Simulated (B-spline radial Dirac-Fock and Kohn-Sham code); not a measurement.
## Fe⁺ in Watson spheres of different radius

These are calculated numbers from a radial finite-basis atomic code; the model is Dirac-Fock energy differences between relaxed states, corrected for Breit and QED terms. The ion, [Ar] 3d6 4s1, sits in a hollow sphere of charge Q = -1, a simple model of the Madelung potential. Inside the sphere an electron's potential energy is raised by the constant 14.40·|Q|/R eV, so binding energies fall by about that much as long as the orbitals stay inside.

```tsv
radius (Å)	14.40 |Q|/R (eV)	1s (eV)	2s (eV)	2p1/2 (eV)	2p3/2 (eV)	3p1/2 (eV)	3p3/2 (eV)	3d (eV)	4s (eV)
1.6	9.00	7125.3	863.0	735.6	723.4	71.65	70.14	12.60	6.79
2	7.20	7126.7	864.4	737.0	724.8	73.08	71.58	14.04	7.94
```

From the smallest to the largest radius 1s moves by +1.4 eV, while the constant potential alone would give +1.8 eV; the difference comes from charge outside the sphere and its screening.
